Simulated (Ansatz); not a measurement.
Born–Oppenheimer molecular dynamics of Cl$_{2}$FHSi (5 atoms, charge 0, multiplicity 1). It starts from a relaxed structure.

Computed with RKS B3LYP-D4/def2-SVP in Ansatz.

- ensemble: NVE (velocity Verlet)
- time step: 0.5 fs
- steps asked: 150
- starting velocities drawn for: 500 K
- seed: 194652

First frame:

```xyz
5
Properties=species:S:1:pos:R:3
Si 0.018 0.031 0.002
H 0.004 0.006 1.473
Cl 1.941 0.002 -0.704
Cl -0.968 1.681 -0.704
F -0.739 -1.280 -0.555
```

Q: How far do the bonds stretch over the last three quarters of this one trajectory? (Pairs bonded in most of those frames.)

A: 
```tsv
bond	mean (Å)	spread (Å)	shortest	longest
Si1–H2	1.479	0.013	1.46	1.50
Si1–Cl3	2.051	0.016	2.03	2.07
Si1–Cl4	2.050	0.021	2.02	2.10
Si1–F5	1.611	0.016	1.59	1.64
```

Mean temperature of the second half: 248 K. The conserved energy stayed within 0.054 meV per atom of its start (net change 0.036 meV per atom), so the integration is sound. Over the second half the temperature averaged 0.50 of the 500 K drawn at the start: a run that starts near a minimum puts about half its kinetic energy into the potential. A run of 0.075 ps of so small a system gives no equilibrium averages.

Time of the run: 4.9 min on 1 thread of Arm Neoverse V2, on a shared host, peak memory 0.13 GiB.
